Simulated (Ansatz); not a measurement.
A run on CH3F2NOSn with other settings.

```yaml
crystal:
  periodic: [false, false, false]
  atoms:
    - {symbol: N, position_ang: [0.555240, -1.224737, 0.150463]}
    - {symbol: Sn, position_ang: [1.416344, -0.424579, -1.511620]}
    - {symbol: O, position_ang: [-0.825590, 1.450901, -0.922289]}
    - {symbol: C, position_ang: [-1.251348, 1.033161, 0.090220]}
    - {symbol: F, position_ang: [-0.821424, 1.339801, 1.281330]}
    - {symbol: F, position_ang: [-2.275140, 0.236318, 0.211942]}
    - {symbol: H, position_ang: [0.904874, -1.070485, 1.083915]}
    - {symbol: H, position_ang: [0.003005, -2.067542, 0.107609]}
    - {symbol: H, position_ang: [2.382638, 0.680963, -0.508669]}
basis:
  gaussian: {orbitals: def2-mTZVP}
hamiltonian: {xc: {name: r2SCANh}, dispersion: d3bj, pseudopotentials: {relativity: scalar}}
output: {forces: true}
```

```sh
$ ansatz run in.yaml --threads 4 --pin off --events-out ev --progress --plain --max-ram 10444MiB
```

Shortened log:

```
Warning: the engine holds no damping parameters fitted to this dispersion correction and functional, so the run takes those fitted to r2scanh beside the three-body term, which d3bj leaves out (hamiltonian.dispersion, under Limitations)
Functional definition: r2SCANh
1269 factors; their error is unknown
mean field evaluation 1: about -15883.3251 eV, gradient 8.3e1 eV
mean field evaluation 2: about -15825.6988 eV, gradient 1.5e2 eV
mean field evaluation 4: about -15895.1744 eV, gradient 1.6e1 eV
mean field evaluation 8: about -15895.5624 eV, gradient 8.0e-2 eV
mean field evaluation 16: about -15895.5957 eV, gradient 1.2e-4 eV
mean field -15895.59570266 eV, -584.1523676510 hartree, gradient 2.0e-5 eV, S^2 0.000000; 0 other end points of the search recorded, 0 dependent functions left out
reference -15895.59571479 eV, -584.1523680967 hartree; 32, 32 occupied and 113, 113 virtual orbitals, 1269 factors
Total energy: -15895.65634018 eV, -584.1545960386 hartree
Relativity: scalar
Atom 0 at     0.555240    -1.224737     0.150463 Å, force    -0.072293     0.090078     0.032555 eV/Å
Atom 1 at     1.416344    -0.424579    -1.511620 Å, force     0.051517     0.030416    -0.226177 eV/Å
Atom 2 at    -0.825590     1.450901    -0.922289 Å, force     0.175592     0.151964    -0.389408 eV/Å
Atom 3 at    -1.251348     1.033161     0.090220 Å, force     0.030681    -0.034254    -0.009145 eV/Å
Atom 4 at    -0.821424     1.339801     1.281330 Å, force     0.113990     0.067655     0.347333 eV/Å
Atom 5 at    -2.275140     0.236318     0.211942 Å, force    -0.284738    -0.228059     0.054625 eV/Å
Atom 6 at     0.904874    -1.070485     1.083915 Å, force     0.010490    -0.025515     0.099456 eV/Å
Atom 7 at     0.003005    -2.067542     0.107609 Å, force    -0.041152    -0.082840     0.038113 eV/Å
Atom 8 at     2.382638     0.680963    -0.508669 Å, force     0.015912     0.030556     0.052648 eV/Å
Dipole moment:    -0.125101    -0.250546     0.231737 e Å
```

Hardware: 4 threads of an Intel Xeon Platinum 8259CL on a shared host. Wall time 3.7 s, peak host memory 0.45 GiB.
